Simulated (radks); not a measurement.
Values are calculated unless marked as measured or tabulated.
Removal energies from the cadmium ion Cd2+, [Kr] 4d10, by Delta-SCF beside the eigenvalue of the level emptied. Level of theory: scalar-relativistic Kohn-Sham, PBEsol, spin-polarised, spherical densities, finite nucleus; Fermi nuclear charge, rms radius of each element as measured or else 0.836 A^(1/3) + 0.57 fm (a radial shooting solver on a logarithmic mesh with Libxc functionals). Open shells are filled with parallel spins first.

| removed from | final configuration | Delta-SCF (eV) | -eigenvalue (eV) |
|---|---|---|---|
| 4d | [Kr] 4d9 | 37.802 | 30.439 |
| 4p | [Ar] 3d10 4s2 4p5 4d10 | 94.234 | 85.825 |
| 4s | [Ar] 3d10 4s1 4p6 4d10 | 133.47 | 124.71 |
| 3d | [Ar] 3d9 4s2 4p6 4d10 | 431.95 | 412.41 |
